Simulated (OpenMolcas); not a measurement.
**Exact exchange and the vertical energy of the triplet above the singlet of B2H4F2**

The species is B2H4F2 (8 atoms), meant as a singlet with charge 0. As SMILES, `[BH2-]1[F+][BH2-][F+]1`. Geometry: relaxed at PBE0-D4/def2-TZVP.

The vertical energy of the triplet above the singlet y, in eV, basis cc-pVDZ; a is the functional's share of exact exchange. Programs: OpenMolcas 26.06.

| functional | program | a | y (eV) |
| --- | --- | --- | --- |
| revPBE | OpenMolcas | 0 | 6.52 |
| r2SCAN | OpenMolcas | 0 | 6.93 |
| B3LYP | OpenMolcas | 0.2 | 7.30 |
| PBE0 | OpenMolcas | 0.25 | ? |
| BHLYP | OpenMolcas | 0.5 | 8.36 |

Problem. Fit y = c + s·a to the known rows and predict PBE0.

Solution. 
1. Means of the 4 rows: a = 0.1750, y = 7.277.
2. Σ(Δa)² = 0.1675, Σ(Δa·Δy) = 0.54575, so the slope is 0.54575/0.1675 = 3.2582.
3. Intercept: 7.277 − (3.2582) × 0.1750 = 6.707. The largest residual of the fit is 0.22.
4. PBE0: 6.707 + (3.2582) × 0.25 = 7.52 eV.

The run gave 7.34 eV, so the prediction is off by +0.18 eV, within the largest residual. The rows mix families of semi-local functionals, which the line can't see.
